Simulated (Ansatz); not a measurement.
Geometry optimisation, Ansatz 0.2.0, RKS PBE0-D4/def2-SVP.

Input:

```yaml
crystal:
  periodic: [false, false, false]
  atoms:
    - { symbol: Si, position_ang: [-1.56874, 0.6012, 0.73736] }
    - { symbol: C, position_ang: [0.18085, 0.82319, 0.17204] }
    - { symbol: O, position_ang: [0.98347, -0.16451, -0.06856] }
    - { symbol: S, position_ang: [0.43228, -1.68775, -0.48775] }
    - { symbol: H, position_ang: [-2.44497, 0.94569, -0.3863] }
    - { symbol: H, position_ang: [0.7578, 1.71129, 0.44043] }
    - { symbol: H, position_ang: [-0.83984, -1.27101, -0.60257] }
total_charge: 1
basis:
  gaussian: { orbitals: def2-SVP }
hamiltonian:
  xc: pbe0
  dispersion: d4
relax:
  f_tol: 0.015
  max_steps: 40
```

Command:

```bash
$ ansatz run input.yaml --threads 1 --pin off --max-ram 2048MiB --backend cpu --events-out ev --progress --plain --runs-dir out
```

**Question.** Where does it end, and by what steps?

**Answer.** The run converged. After 14 steps the energy has fallen by 0.810 eV; H7 moved furthest, 0.77 Å. Joined: Si1–S4 (3.28 → 2.56 Å).

| step | energy less start (eV) | largest force component (eV/Å) | accepted |
| --- | --- | --- | --- |
| 0 | 0.0000 | 1.293 | yes |
| 1 | -0.2005 | 0.889 | yes |
| 2 | -0.3114 | 1.694 | yes |
| 3 | -0.4321 | 1.632 | yes |
| 4 | -0.5551 | 1.485 | yes |
| 5 | -0.6944 | 1.490 | yes |
| 6 | -0.7612 | 0.815 | yes |
| 7 | -0.7962 | 0.353 | yes |
| 8 | -0.8026 | 0.189 | yes |
| 9 | -0.8053 | 0.142 | yes |
| 10 | -0.8089 | 0.087 | yes |
| 11 | -0.8099 | 0.056 | yes |
| 12 | -0.8100 | 0.037 | yes |
| 13 | -0.8101 | 0.016 | yes |
| 14 | -0.8101 | 0.005 | yes |

```xyz
7
Properties=species:S:1:pos:R:3
Si -1.453 0.455 0.963
C 0.210 0.915 0.233
O 0.923 -0.138 -0.047
S -0.132 -1.504 -0.014
H -2.326 0.759 -0.230
H 0.814 1.838 0.206
H -0.535 -1.365 -1.307
```

Whether the end is a true minimum wasn't checked by a vibrational analysis.

Time of the run: 55 s on 1 thread of Arm Neoverse V2, with other jobs on the host, peak memory 0.15 GiB.
